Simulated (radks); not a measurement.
Results of a calculation; reference values are marked as such.
Question: The mean radii <r> (bohr) of the occupied orbitals of an atom or ion are listed with their occupations. Level of theory: non-relativistic Kohn-Sham, LDA (Slater exchange, Perdew-Wang correlation), spin-unpolarised, spherical densities, point nucleus (a radial shooting solver on a logarithmic mesh with Libxc functionals).

orbital  occ.      <r>
1s          2  0.02924
2s          2   0.1237
2p          6   0.1051
3s          1   0.2927

Name the element and its charge.

Answer: Z = 52, tellurium, charge +41: Te41+ in [Ne] 3s1. The 1s radius gives Z: for a bare nucleus <r> = 1.5/Z, 0.02885 bohr for Z = 52, and screening makes it slightly larger (0.02924 here). The occupations add up to 11, and the charge is Z minus that.
